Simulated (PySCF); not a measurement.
RbPb⁺: one state, many levels of theory

State: ³Π (triplet), unpaired electrons σ ↑, π ↑. Set-up: PySCF, scalar-relativistic core potentials, basis sets Rb def2-SVPD with ECP28, Pb def2-SVPD with ECP60. De refers to Rb⁺ + Pb in their high-spin ground configurations, without counterpoise correction. The functionals are run spin-unrestricted. A positive dipole points towards Pb; it is taken about the centre of mass and depends on that origin.

```
      Level  Re (Å)  ωe (cm⁻¹)  De (eV)   μ (D)  CPU s a point (SCF and correlation, without the integrals)
        UHF   4.330       38.3      n/a  -12.19                                                        0.12
    UHF-MP2   4.190       42.3      n/a     n/a                                                        0.21
UHF-SCS-MP2   4.210       41.8      n/a     n/a                                                         n/a
   UHF-CCSD   4.193       42.5      n/a     n/a                                                         n/a
UHF-CCSD(T)   4.187       42.7      n/a     n/a                                                           7
        PBE   4.126       42.7      n/a  -10.65                                                        0.32
     r²SCAN   4.143       42.5      n/a  -11.17                                                        0.39
    r²SCANh   4.132       42.9      n/a  -11.18                                                        0.44
       PBE0   4.112       43.3      n/a  -10.94                                                        0.63
      B97-3   4.110       45.9      n/a  -11.00                                                        0.28
      HSE06   4.120       43.1      n/a  -10.92                                                        0.51
     B2PLYP   4.154       42.8      n/a  -11.28                                                        0.35
```

Q: What does a quarter of exact exchange do here, going from PBE to PBE0?

A: PBE0 less PBE: -1.4 pm in Re, +1.4 % in ωe. Exact exchange removes part of the self-interaction that spreads semilocal densities, and in most molecules shortens and stiffens the bond and lowers De; so it does here.

Q: What does second-order correlation do here, going from UHF to UHF-MP2?

A: UHF-MP2 less UHF: -14.0 pm in Re, +10.4 % in ωe. Correlation nearly always deepens the well. The bond shortens, as in weak, metallic or heavy-atom bonds, where dispersion and the correlation of outer-core electrons pull the atoms together.

Q: What does the triples do here, going from UHF-CCSD to UHF-CCSD(T)?

A: UHF-CCSD(T) less UHF-CCSD: -0.6 pm in Re, +0.5 % in ωe. Correlation nearly always deepens the well. The bond shortens, as in weak, metallic or heavy-atom bonds, where dispersion and the correlation of outer-core electrons pull the atoms together.

Correlated steps freeze 4 core orbitals. These are scalar-relativistic numbers at best; spin–orbit coupling would shift them, the dissociation energy most. B2PLYP dipoles, levels and charges come from its SCF part alone. The state is the lowest determinant that a PBE0 search found; another state may lie lower at other levels.

The whole job (state search and all levels along the bond) took about 2 min on 1 thread of Intel Xeon 6975P-C (shared host), peak memory 0.86 GiB.
